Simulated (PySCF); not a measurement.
**Dipole response of Ti (titanium, neutral)**

[Ar] 3d3 4s1, high-spin 5F determinant (an excited configuration). Computed with PySCF 2.14 in aug-cc-pVDZ-DK (7s6p4d2f, 59 functions), with scalar relativity by spin-free X2C-1e. Coupled (time-dependent) response in atomic units; α is the mean over directions. A double-zeta set is small for polarisabilities.

```
method  mean α (bohr³)  C₆ (like pair)  S(−4)
   UHF           152.1            1681  18570
   PBE           116.0            1101  17350
  PBE0           117.2            1156  12900
  PW91           114.3            1081  16560
```

S(−4) is the Cauchy moment in α(ω) = α(0) + S(−4) ω² + …

α(iu) at PW91:

```json
{"u (hartree)": "0", "α(iu) (bohr³)": "114.3"}
{"u (hartree)": "0.0500", "α(iu) (bohr³)": "88.84"}
{"u (hartree)": "0.100", "α(iu) (bohr³)": "59.89"}
{"u (hartree)": "0.200", "α(iu) (bohr³)": "30.43"}
{"u (hartree)": "0.300", "α(iu) (bohr³)": "18.68"}
{"u (hartree)": "0.500", "α(iu) (bohr³)": "9.646"}
{"u (hartree)": "0.750", "α(iu) (bohr³)": "5.685"}
{"u (hartree)": "1.00", "α(iu) (bohr³)": "3.929"}
{"u (hartree)": "1.50", "α(iu) (bohr³)": "2.302"}
{"u (hartree)": "2.00", "α(iu) (bohr³)": "1.525"}
{"u (hartree)": "3.00", "α(iu) (bohr³)": "0.8001"}
{"u (hartree)": "5.00", "α(iu) (bohr³)": "0.3242"}
```

A single London oscillator, α(iu) = α/(1 + u²/ω²), gives C₆ = (3/4) ω α². Matching the computed C₆ needs ω = 4 × 1081 / (3 × 114.3²) = 0.110 hartree.
